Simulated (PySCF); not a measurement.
## Removal energies of S⁴⁺ from EOM-IP-GCCSD

Reference: closed-shell S⁴⁺, [Ne] 3s2; one electron is removed. Calculated with PySCF 2.14, two-component X2C-1e with screened spin-orbit coupling, an uncontracted even-tempered set (20 s from 0.033 bohr⁻², ratio 2.6; 14 p from 0.043 bohr⁻², ratio 2.6; 8 d from 0.044 bohr⁻², ratio 2.8; 5 f from 1.4 bohr⁻², ratio 2.8); frozen 1s2; the 50 highest virtual spinors dropped; of the others 74 kept and the rest restored at second order. No Breit or QED terms. Binding energies in eV.

```tsv
level	Koopmans	second order	EOM-CCSD
3s1/2	70.990	72.287	72.621
```

For comparison, the ionisation energy of S⁴⁺ is 72.594 eV (measured; NIST Atomic Spectra Database, ionization energies).

The screened spin-orbit operator tends to give fine-structure splittings of light species too large.
